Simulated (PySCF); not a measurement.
C3H11Si3 (SMILES C1[SiH]C[SiH2]C[SiH2]1), doublet, geometry from GFN2-xTB. Base run: B3LYP/6-31G in PySCF.

PySCF was given this input:
```python
from pyscf import gto, scf, dft

mol = gto.M(
    atom='''
C     1.596900   -0.403896   -0.874543
Si    0.381688   -1.793286   -0.413177
C    -1.407404   -1.146052   -0.428751
Si   -1.663248    0.391683    0.664884
C    -0.400697    1.714825    0.154446
Si    1.411699    1.151290    0.208610
H     1.458090   -0.123865   -1.919272
H     2.617035   -0.776934   -0.795975
H     0.720374   -2.380030    0.892503
H    -1.703895   -0.904973   -1.450083
H    -2.079400   -1.937098   -0.099097
H    -1.466148    0.028475    2.075205
H    -3.030956    0.910026    0.497754
H    -0.635133    2.058458   -0.853395
H    -0.519080    2.582658    0.801407
H     1.796961    0.834563    1.591010
H     2.287416    2.223828   -0.291410
''',
    basis='6-31g',
    charge=0,
    spin=1,
    verbose=4,
)

mf = dft.UKS(mol)
mf.xc = 'b3lyp'
mf.kernel()
```

Each row names what was changed in the base input (with any setting that the change needs).

```json
[
 {"change": "base", "E (Eh)": "-989.29143", "HOMO (eV)": "-4.99", "dipole (D)": "1.00", "<S^2>": "0.751", "core-seconds (rough)": "30", "outcome": "converged"},
 {"change": "functional = m06", "E (Eh)": "-989.10108", "HOMO (eV)": "-4.91", "dipole (D)": "0.92", "<S^2>": "0.752", "core-seconds (rough)": "40", "outcome": "converged"},
 {"change": "functional = x3lyp", "E (Eh)": "-989.09242", "HOMO (eV)": "-5.01", "dipole (D)": "0.99", "<S^2>": "0.751", "core-seconds (rough)": "20", "outcome": "converged"},
 {"change": "functional = b97m_v", "E (Eh)": "-", "HOMO (eV)": "-", "dipole (D)": "-", "<S^2>": "-", "core-seconds (rough)": "-", "outcome": "cut at the time limit"},
 {"change": "functional = lda,vwn", "E (Eh)": "-984.60521", "HOMO (eV)": "-4.15", "dipole (D)": "1.09", "<S^2>": "0.751", "core-seconds (rough)": "10", "outcome": "converged"},
 {"change": "functional = mn15", "E (Eh)": "-988.68037", "HOMO (eV)": "-5.53", "dipole (D)": "1.01", "<S^2>": "0.753", "core-seconds (rough)": "40", "outcome": "converged"},
 {"change": "functional = revpbe", "E (Eh)": "-989.01870", "HOMO (eV)": "-4.21", "dipole (D)": "1.06", "<S^2>": "0.751", "core-seconds (rough)": "20", "outcome": "converged"},
 {"change": "functional = r2scan", "E (Eh)": "-989.08301", "HOMO (eV)": "-4.56", "dipole (D)": "1.04", "<S^2>": "0.752", "core-seconds (rough)": "50", "outcome": "converged"},
 {"change": "functional = wb97x", "E (Eh)": "-989.18233", "HOMO (eV)": "-7.38", "dipole (D)": "0.96", "<S^2>": "0.752", "core-seconds (rough)": "80", "outcome": "converged"},
 {"change": "functional = pw91,pw91", "E (Eh)": "-989.12610", "HOMO (eV)": "-4.26", "dipole (D)": "1.05", "<S^2>": "0.751", "core-seconds (rough)": "30", "outcome": "converged"},
 {"change": "functional = hf", "E (Eh)": "-986.58674", "HOMO (eV)": "-7.85", "dipole (D)": "0.95", "<S^2>": "0.753", "core-seconds (rough)": "6", "outcome": "converged"},
 {"change": "functional = pbe", "E (Eh)": "-988.61050", "HOMO (eV)": "-4.22", "dipole (D)": "1.06", "<S^2>": "0.751", "core-seconds (rough)": "30", "outcome": "converged"},
 {"change": "functional = tpssh", "E (Eh)": "-989.30963", "HOMO (eV)": "-4.81", "dipole (D)": "1.03", "<S^2>": "0.752", "core-seconds (rough)": "50", "outcome": "converged"}
]
```

Absolute energies of different levels of theory aren't comparable as measures of quality.

Open shells are given as the SCF converged; they aren't shown to be the lowest states, and a large step between rows can be another state.
